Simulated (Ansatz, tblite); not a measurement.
Cost and result up the ladder for MoOCl4 (MoCl4O) (6 atoms). Charge 0, multiplicity 1. Geometry: PBE-D4/def2-SVP.

```xyz
6

Mo    0.006    0.041    0.074
O     0.132    0.851    1.521
Cl    1.441   -1.751    0.329
Cl    1.649    1.005   -1.233
Cl   -1.510    1.307   -1.124
Cl   -1.719   -1.452    0.433
```

Ansatz on 2 threads of AMD EPYC 7R13 on a shared host; xTB runs through tblite on one thread. Times are rough, summed over both states, and most runs start from the orbitals of an earlier one. No level here is sound enough to serve as a yardstick. The other state is a triplet.

In the def2 sets Mo takes a core potential; there is no spin–orbit coupling. The xTB rows come from tblite.

xTB has no spin-polarisation term.

```
                          level  functions  wall time  vertical triplet (eV)                                  remarks
                       GFN1-xTB         49    0.018 s                   2.93                                        –
                       GFN2-xTB         49    0.023 s                   2.18                                        –
               PBE-D4/def2-TZVP        219       12 s                   1.39                                        –
PBE0-D4/def2-TZVP (with forces)        219       27 s                   1.27  restricted SCF unstable in HF (singlet)
            r2SCAN-D4/def2-TZVP        219       29 s                   1.34  restricted SCF unstable in HF (singlet)
```
